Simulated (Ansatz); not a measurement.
Reaction (ligand exchange at the Si–N bond): `CN[SiH2][AlH2]` + `O[SiH3]` → `[AlH2][SiH2]O[SiH3]` + CH₃NH₂

Gas-phase electronic energies from Ansatz, PBE0-D4/def2-TZVP geometries. CBS: MP2 limit from def2 TZ/QZ plus the TZ coupled-cluster correction, frozen cores. DFT in def2-TZVPP. B3LYP here is the variant with VWN-RPA as its local correlation; programs differ in this. One conformer a species, not always the lowest.

Task: Is it downhill or uphill in electronic energy at CCSD(T)/CBS, and by how much? (Best estimate.)

Result: Computed: Downhill: ΔE = -61.5 kJ/mol.

Task: What do these levels give: B3LYP-D4, ωB97X-V, B2PLYP, PBE, r2SCAN, PBE0, B3LYP, HF/def2-TZVPP, MP2/def2-TZVPP, HF/def2-QZVPP, MP2/def2-QZVPP, SCS-MP2/def2-QZVPP? (Best estimate.)

Result: Computed: B3LYP-D4 -63.0, ωB97X-V -61.6, B2PLYP -63.9, PBE -52.9, r2SCAN -59.1, PBE0 -56.9, B3LYP -64.3, HF/def2-TZVPP -77.5, MP2/def2-TZVPP -60.3, HF/def2-QZVPP -78.7, MP2/def2-QZVPP -60.6, SCS-MP2/def2-QZVPP -64.5 kJ/mol.

Largest T1 diagnostic among the species: 0.012.

From PBE to PBE0 (25 % exact exchange), in def2-TZVPP and without D4, ΔE moves by −4.0 kJ/mol. In def2-TZVPP, CCSD(T) changes the Hartree–Fock value by +15.8 kJ/mol (the triples alone add +2.6 kJ/mol) and MP2 by +17.2 kJ/mol.
